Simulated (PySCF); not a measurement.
Isomers of C6H7ClF2O, one GFN2-xTB conformer each. Single-point energies are computed at PBE0/pcSseg-1 (PySCF, gas phase, no added dispersion term), electronic only.

Question: Rank them by PBE0/pcSseg-1 energy, lowest first (kJ/mol).
A. `[F:1][CH:2]([F:3])[C@@H:4]1[O:5][C@H:6]1/[CH:7]=[CH:8]\[CH2:9][Cl:10]` with F1–C2–C4–O5 -110°, O5–C6–C7–C8 180°, C7–C8–C9–Cl10 77°
B. `[F:1][CH2:2][C@@H:3]1[CH:4]=[C:5]([Cl:6])[C@@H:7]([CH2:8][F:9])[O:10]1` with F1–C2–C3–C4 -73°, C5–C7–C8–F9 -83°

Answer: B (0.0), A (53.4).

As drawn, the higher has a three-membered ring and two fluorines on one carbon, which the lower lacks. GFN2-xTB itself gives, in the same order: 0.0, 88.9. Both levels put the same isomer lowest.

Which frontier levels, dipoles and rotational constants go with these structures?

```csv
SMILES,"HOMO (eV, PBE0/pcSseg-1)",LUMO (eV),dipole (D),"A, B, C (MHz)"
FC[C@@H]1C=C(Cl)[C@@H](CF)O1,-7.39,-0.47,1.08,"1897, 664.5, 515.7"
FC(F)[C@@H]1O[C@H]1/C=C\CCl,-7.76,-1.11,1.99,"1908, 545.8, 482.4"
```
